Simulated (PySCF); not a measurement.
Level of theory: PBE in PySCF with Y def2-SVPD with ECP28, Se def2-SVPD; scalar-relativistic core potentials, no spin–orbit coupling; density-fitted integrals. Open shells, if any, are unrestricted.

What shape and geometry does isolated singlet YSe₂⁻ take (every ligand bound to Y)?

Formally Y is in oxidation state +3, d0. A d0 centre has no lone pair, yet it is C2v rather than linear: covalent bonding through the d orbitals favours lower symmetry. The polar-tensor charge on Y, 1.04, is far below the formal one. The lowest minimum found is a singlet of C2v symmetry with Y–Se 2.545 Å (×2); Se–Y–Se 126.5°. Its harmonic wavenumbers are 57 (a1), 257 (a1), 298 (b2) cm⁻¹ and its dipole moment is 6.57 D about the centre of mass.

Only a few start shapes were tried, so a lower isomer may exist. The lowest empty level of this anion is unbound, so it and the gap depend on the basis.
